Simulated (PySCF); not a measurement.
Compound: C6H16N3P.
Atom-mapped SMILES: `[CH3:1][N:2]([CH3:3])[P:4]([NH2:5])[N:6]1[CH2:7][CH2:8][CH2:9][CH2:10]1`

Definitions: NICS(0) = −σiso at the ring centroid; NICS(1) = −σiso and NICS(1)zz = −σzz at ±1 Å along the ring normal z. Level: GIAO PBE0/pcSseg-1 (PySCF, non-relativistic, gas phase) on the PBE0-D3(BJ)/def2-SVP geometry, one conformer.

Ring bond lengths (Å), with Mayer bond orders in brackets: N6–C7 1.457 (0.95), C7–C8 1.542 (1.03), C8–C9 1.542 (1.03), C9–C10 1.539 (1.02), C10–N6 1.457 (0.96).

**Question.** What do the NICS probes read (ppm)?

**Answer.** 
| ring | type | NICS(0) | NICS(1), two faces | NICS(1)zz, two faces | rms pucker (Å) | centre to ring atoms, mean (Å) |
| --- | --- | --- | --- | --- | --- | --- |
| N6–C7–C8–C9–C10 | 5-membered ring with N; formal bonds all single | -6.1 | -3.3 / -4.1 | -6.7 / -6.3 | 0.16 | 1.26 |

**Question.** What do they say, and how far can they be read as aromaticity?

**Answer.** 
- N6–C7–C8–C9–C10: mean NICS(1)zz -6.5 ppm, shielded. C7, C8, C9, C10 have four or more neighbours; no verdict on aromaticity is drawn.

**Question.** List the ring angles and the Hirshfeld charges of the ring atoms.

**Answer.** 
- N6–C7–C8–C9–C10: N6 104.1° (-0.140 e), C7 106.4° (-0.035 e), C8 104.3° (-0.078 e), C9 104.1° (-0.078 e), C10 106.0° (-0.037 e); sum 524.9° against 540° for a flat convex ring.

**Question.** How shielded are the nuclei of the rings and their hydrogens (means over atoms taken as equivalent)?

**Answer.** 
| atoms | environment | σ isotropic (ppm) |
| --- | --- | --- |
| N6 | nitrogen bonded to 2 C and P | 178.6 |
| C7 (×2) | sp3 carbon bound to nitrogen | 134.5 |
| C8 (×2) | ring CH2 carbon | 158.8 |
| H on C7 (×4) | methylene hydrogen | 28.33 |
| H on C8 (×4) | methylene hydrogen | 29.81 |

**Question.** How do the values depend on the level or the medium?

**Answer.** 
| level | NICS(0), N6–C7–C8–C9–C10 | mean NICS(1)zz, N6–C7–C8–C9–C10 |
| --- | --- | --- |
| PBE0/pcSseg-1, gas | -6.1 | -6.5 |
| mPW1PW91/pcSseg-1, gas | -6.0 | -6.4 |
| PBE0/pcSseg-1, IEF-PCM chloroform | -6.1 | -6.5 |
| PBE0/pcSseg-1, IEF-PCM methanol | -6.1 | -6.5 |

The geometry is the same throughout; the continuum's cavity takes Bondi-type radii × 1.2.

The run took 1.8 min of wall time on Arm Neoverse N1, one thread, on a shared host, and the process peaked at 1.3 GiB of memory. This is the whole shielding run at PBE0/pcSseg-1, SCF included.
